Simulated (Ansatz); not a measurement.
A run for Ansatz (an electronic-structure program): U-CCSD(T)/cc-pV(T+d)Z on AlO, 2S+1 = 2, a point of a bond scan (R = 3.255 Å). Files ending in .json are basis or fitting sets from the Basis Set Exchange.

Ansatz 0.2 input:
```yaml
crystal:
  periodic: [false, false, false]
  atoms:
    - {symbol: Al, position_ang: [-0.00000000, -0.00000000, -0.61996312]}
    - {symbol: O, position_ang: [0.00000000, 0.00000000, 2.63484328]}
basis:
  gaussian:
    orbitals: cc-pV_T+d_Z.json
magnetization: {spin_polarized: true, initial_magnetization: 1}
correlation: {method: ccsd_t, electrons: outside_noble_gas}
scf: {omitted_lower_state_checks: [cluster_reference]}
```

The head of its log:

```
WARN ansatz: RAYON_NUM_THREADS=2 ignored (pool sized by the plan → 2); use --threads N
Functional definition: HF
these checks for a lower state are left out or cut short: cluster_reference
integrals: 0.06 GiB planned
419 factors; integrals over basis functions are off by at most 1.4e-3 eV
mean field: 0.11 GiB planned
mean field evaluation 1: about -8606.1410 eV, gradient 3.7e1 eV
mean field evaluation 2: about -8606.1423 eV, gradient 3.7e1 eV
mean field evaluation 4: about -8612.7734 eV, gradient 2.1e1 eV
mean field evaluation 8: about -8615.7508 eV, gradient 3.0e-1 eV
mean field evaluation 16: about -8615.7562 eV, gradient 1.8e-6 eV
mean field evaluation 32: about -8617.6579 eV, gradient 1.8e-6 eV
mean field evaluation 64: about -8617.6579 eV, gradient 2.3e-4 eV
mean field evaluation 96: about -8611.3720 eV, gradient 3.0e1 eV
mean field evaluation 128: about -8617.6336 eV, gradient 2.2e-1 eV
mean field evaluation 160: about -8617.6298 eV, gradient 8.8e-2 eV
mean field evaluation 192: about -8617.5904 eV, gradient 1.3e-1 eV
mean field evaluation 224: about -8616.6176 eV, gradient 2.6e-1 eV
mean field evaluation 256: about -8616.6457 eV, gradient 1.4e-1 eV
mean field evaluation 288: about -8617.5005 eV, gradient 2.5e0 eV
mean field evaluation 320: about -8616.7017 eV, gradient 2.2e0 eV
mean field evaluation 352: about -8617.5627 eV, gradient 1.6e0 eV
mean field evaluation 384: about -8616.4225 eV, gradient 5.4e0 eV
mean field evaluation 416: about -8617.5198 eV, gradient 3.6e-3 eV
mean field evaluation 448: about -8615.7562 eV, gradient 3.0e-3 eV
mean field -8617.65790542 eV, -316.6930867658 hartree, gradient 1.6e-6 eV, S^2 1.683177; 28 other end points of the search recorded, 0 dependent functions left out
6 core orbitals not correlated
reference -8617.65790542 eV, -316.6930867658 hartree; 5, 4 occupied and 58, 59 virtual orbitals, 419 factors
```

Task: Predict the final total energy.

Result: -316.9290 hartree (reference determinant -316.6931, T1 diagnostic 0.095). Its determinant has ⟨S²⟩ = 1.68, a mixture of spin states.
